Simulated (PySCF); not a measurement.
Cl(2+): excitation energy

Cl(2+) [Ne] 3s2 3p3 (4S) → Cl(2+) [Ne] 3s2 3p2 3d1 (high-spin determinant), as a difference of total energies. Computed with PySCF 2.14 in dyall-av3z (19s12p3d2f, 84 functions), with the spin-free X2C one-electron Hamiltonian (Gaussian nucleus). Correlated levels: valence: [Ne] frozen; virtual orbitals above 40 to 60 times the deepest correlated orbital energy dropped. The calculations carry no spin-orbit coupling.

```csv
method,excitation energy (eV)
UHF,20.464
MP2 (valence),19.988
SCS-MP2 (valence),19.922
CCSD (valence),20.003
CCSD(T) (valence),19.605
```

**Question.** How much does correlation contribute at CCSD(T) (valence)?

**Answer.** 19.605 − (20.464) = -0.859 eV, measured against UHF.

A first-order spin-orbit estimate (lowest level to lowest level, LS coupling) adds -0.064 eV.

The promoted electron is Rydberg-like, and one or two diffuse shells describe it only roughly, which tends to raise the upper state.

The coupled-cluster amplitudes are large for the upper state (T1 above 0.03 or a double amplitude above 0.15), so a single reference is strained.

The determinant of the upper state mixes LS terms, which raises its energy above the lowest term, most at the Hartree-Fock and MP2 levels.
